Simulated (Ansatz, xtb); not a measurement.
# Ranking isomers of C4H7BO

3 gas-phase structures of C4H7BO, from a drawn sample of its isomers (lower ones may exist). Each was relaxed with GFN2-xTB; where two conformers were screened, the lower at r2SCAN-D4/def2-SVP is listed:

A. `BC1(C=O)CC1`, a singlet
B. `B[C@@H]1C[C@@H]1C=O`, a singlet
C. `B[C@@H]1C[C@H]1C=O`, a singlet

Problem. Make a reasoned guess at their ranking by r2SCAN-D4/def2-SVP single-point energy.

Solution. Calculated order at r2SCAN-D4/def2-SVP: A (0.0), C (5.4), B (16.2) kJ/mol.

Energies above the lowest of each column, in kJ/mol; the last columns are at B3LYP-D3(BJ)/def2-SVP geometries:

| structure | GFN2-xTB | HF/STO-3G | r2SCAN-D4/def2-SVP | B3LYP-D3(BJ)/def2-SVP | CCSD(T)/def2-SVP + ΔMP2/def2-TZVPP |
| --- | --- | --- | --- | --- | --- |
| A | 0.0 | 0.9 | 0.0 | 0.0 | 0.0 |
| C | 1.2 | 0.0 | 5.4 | 5.6 | 7.7 |
| B | 3.2 | 5.7 | 16.2 | 14.8 | 15.4 |

Every level run on A puts it lowest or level with the lowest. Flexible structures stand in one conformer each, not always the lowest. ΔMP2 is the change of the MP2 energy from the smaller to the larger basis.

Programs: Ansatz 0.2.0, xtb 6.7.1.
